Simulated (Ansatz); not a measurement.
C$_{2}$H$_{5}$OSi (`C=C[SiH]O`) radical, 9 atoms. Total charge 0; spin multiplicity 2. All runs use 4 threads of an Arm Neoverse V2 on a shared host. Correlated methods freeze the cores. Open-shell runs search over several starts.

(1) Give the basis size and wall time and peak host memory of each of these runs in Ansatz. UKS PBE0-D4/def2-SVP energy; UKS CAM-B3LYP-D4/def2-TZVPP energy; UHF-CCSD(T)/def2-TZVPP energy; UKS ωB97M-V/def2-SVP energy; UHF-CCSD(T)/def2-SVP energy; UKS r2SCANh-D4/def2-TZVPP energy; UHF-MP2/def2-QZVPP energy; UKS BHLYP-D4/def2-TZVPP energy; UKS ωB97M-V/def2-QZVPP energy; UKS PBE0-D4/def2-QZVPP energy; UKS PBE0-D4/def2-TZVP relaxation (10 steps); direct RPA on PBE orbitals/def2-TZVPP energy. (Best estimate.)

Answers

(1) Ansatz gave: Other jobs shared the machine, so times are rough.

| level | job | functions | wall time | peak host memory (GiB) |
| --- | --- | --- | --- | --- |
| UKS PBE0-D4/def2-SVP | energy | 85 | 1.2 s | 0.2 |
| UKS CAM-B3LYP-D4/def2-TZVPP | energy | 205 | 3.5 s | 0.61 |
| UKS BHLYP-D4/def2-TZVPP | energy | 205 | 3.6 s | 0.55 |
| direct RPA on PBE orbitals/def2-TZVPP | energy | 205 | 4.9 s | 0.57 |
| UKS ωB97M-V/def2-SVP | energy | 85 | 5.5 s | 0.36 |
| UKS r2SCANh-D4/def2-TZVPP | energy | 205 | 5.5 s | 0.57 |
| UHF-CCSD(T)/def2-SVP | energy | 85 | 5.5 s | 0.53 |
| UKS PBE0-D4/def2-QZVPP | energy | 391 | 10 s | 1.4 |
| UKS ωB97M-V/def2-QZVPP | energy | 391 | 20 s | 1.8 |
| UHF-MP2/def2-QZVPP | energy | 391 | 21 s | 1.9 |
| UKS PBE0-D4/def2-TZVP | relaxation (10 steps) | 160 | 25 s | 0.4 |
| UHF-CCSD(T)/def2-TZVPP | energy | 205 | 2.7 min | 6.9 |

The UHF reference is spin-contaminated (⟨S²⟩ = 0.87, T1 = 0.027).
